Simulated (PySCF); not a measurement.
C2H7NSi2, SMILES N#CC[SiH2][SiH3].

The structure is a stationary point at B3LYP-D3(BJ)/def2-SVP. The structure was generated by enumeration, and PubChem lists no compound with its InChIKey, so it may never have been made. The values are those of a single conformer.

The numbers are results of SMD-M06-2X/6-31G* (PySCF), not measurements.

Solvation free energies are E(SMD) − E(gas) at the gas-phase geometry, for 1 M in both phases. In vacuum the dipole moment is 3.70 D.

Q: Rank water, diethylether, n-hexane by solvation free energy, most negative first.

A: diethylether (-4.4 kcal/mol), n-hexane (-2.4 kcal/mol), water (-1.3 kcal/mol)
